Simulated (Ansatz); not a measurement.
`[F][Ge]([SH])([Cl])[Cl]`. The species carries charge 0 and has multiplicity 1. The structure was optimised at the PBE0-D4/def2-TZVP level. It is one conformer, not always the lowest.

```xyz
6

F     1.831    0.050    0.319
Ge    0.236    0.169   -0.313
S    -1.042   -1.409    0.482
Cl    0.382   -0.048   -2.411
Cl   -0.406    2.123    0.203
H    -1.001   -0.885    1.721
```

(1) What is the dipole moment at ωB97M-V/def2-TZVPP? (Estimate.)

(2) And with PBE, r2SCAN, B3LYP? (Best estimate.)

(3) Give the Mulliken charges with ωB97M-V, PBE, r2SCAN in def2-TZVPP. (Estimate.)

## Answers

(1) The calculation gave: 1.73 D, with components (-1.41, -0.53, 0.86) D in this frame, pointing from negative to positive charge.

(2) Ansatz gave: PBE 1.65 D, r2SCAN 1.70 D, B3LYP 1.74 D.

(3) Computed: 
```
atom  ωB97M-V    PBE  r2SCAN
  F1    -0.34  -0.30   -0.34
 Ge2     0.84   0.84    0.94
  S3    -0.21  -0.22   -0.23
 Cl4    -0.21  -0.22   -0.25
 Cl5    -0.22  -0.23   -0.25
  H6     0.14   0.14    0.13
```

B3LYP here is the variant with VWN-RPA as its local correlation; programs differ in this.
